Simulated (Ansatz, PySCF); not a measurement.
This PySCF input computes a r2SCAN/def2-TZVPD energy:

```python
from pyscf import gto, scf, dft

mol = gto.M(
    atom='''
    F    -1.05857075   -0.21560565    0.02076994
    C     0.00212202    0.41286249   -0.01271567
    F     1.05629413   -0.22733482   -0.00712790
    H     0.00775742    1.50928936   -0.04648432
    ''',
    basis='def2-tzvpd',
    charge=1,
    spin=0,
    verbose=4,
)

mf = dft.RKS(mol, xc='r2scan').density_fit(auxbasis='def2-universal-jkfit')
mf.grids.level = 4
mf.conv_tol = 1e-9
mf.max_cycle = 100
mf.max_memory = 1500
mf.kernel()
if not mf.converged:
    mf = mf.newton()
    mf.kernel(mf.make_rdm1())
mf.analyze()
```

Problem. Write an input for the same energy in Ansatz (an electronic-structure program) and say what it gives.

Solution. 
Ansatz 0.2 input:
```yaml
crystal:
  periodic: [false, false, false]
  atoms:
    - {symbol: F, position_ang: [-1.05857075, -0.21560565, 0.02076994]}
    - {symbol: C, position_ang: [0.00212202, 0.41286249, -0.01271567]}
    - {symbol: F, position_ang: [1.05629413, -0.22733482, -0.00712790]}
    - {symbol: H, position_ang: [0.00775742, 1.50928936, -0.04648432]}
basis:
  gaussian:
    orbitals: def2-TZVPD
hamiltonian:
  xc: {name: r2SCAN}
total_charge: 1
output: {forces: true}
```
It gives -238.00138 Eh, and PySCF -238.00143 Eh, a difference of 0.05 mEh, from the treatment of integrals and grids.
